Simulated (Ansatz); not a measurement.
Total energies of (HBe-mu-H)2 (Be₂H₄) from Ansatz at CCSD(T)/def2-TZVPP, gas phase (1 Eh = 27.2114 eV = 2625.5 kJ/mol). The reference geometry is relaxed at PBE-D4/def2-TZVP.

Cartesian coordinates in Å:
```
Be -0.378 0.780 0.514
H -0.879 1.820 1.195
H 0.285 -0.479 0.939
Be 0.377 -0.781 -0.514
H 0.883 -1.818 -1.195
H -0.289 0.478 -0.939
```

```
                 state   geometry  energy (Eh)
      charge 0 singlet  reference    -31.80237
      charge 1 doublet  reference    -31.36997
free Be atom (singlet)          –    -14.64910
 free H atom (doublet)          –     -0.49981
```

Correlated methods freeze no core orbitals.

Question: Work out the vertical ionisation energy to the doublet.

Answer: E(charge 1 doublet) − E(charge 0 singlet) = -31.36997 − (-31.80237) = 0.43240 Eh = 11.77 eV.

Question: What is the binding energy per atom against free atoms?

Answer: Atoms: 2 × (-14.64910) + 4 × (-0.49981) = -31.29744 Eh. Binding: -31.29744 − (-31.80237) = 0.50493 Eh = 13.74 eV, or 2.29 eV for each of 6 atoms (no zero-point energy, no counterpoise term).

At CCSD(T)/def2-TZVPP T1 of the charge 1 doublet is large (up to 0.066), so the single-reference result is doubtful.
